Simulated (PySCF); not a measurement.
Levels of Rb²⁴⁺ from EOM-EA-GCCSD

Reference: closed-shell Rb²⁵⁺, [Ne] 3s2; one electron is added. Calculated with PySCF 2.14, two-component X2C-1e with screened spin-orbit coupling, an even-tempered Gaussian basis (18 s from 1.2 bohr⁻², ratio 2.6; 13 p from 1.5 bohr⁻², ratio 2.6; 7 d from 1.5 bohr⁻², ratio 2.8; 4 f from 23 bohr⁻², ratio 2.8); frozen 1s2; the 48 highest virtual spinors dropped; of the others 56 kept and the rest restored at second order. No Breit or QED terms. Binding energies in eV.

```
level  Koopmans  second order  EOM-CCSD
3p1/2    1133.0        1134.9    1134.7
3p3/2    1118.6        1120.6    1120.6
3d3/2    1027.0        1038.1    1022.4
3d5/2    1024.4   near a pole    1021.4
```

In EOM-CCSD the overlap with the one-orbital guess is low for 3d3/2 (weight 0.63), 3d5/2 (weight 0.85). That can mean mixing with two-particle, one-hole states, where second order and EOM-CCSD lose accuracy, or only a rotation among the degenerate components of the shell; the terms of those configurations are not listed.

For comparison, the ionisation energy of Rb²⁴⁺ is 1125 ± 5 eV (semi-empirical (NIST evaluation); NIST Atomic Spectra Database, ionization energies).

Only part of the computed levels is shown.
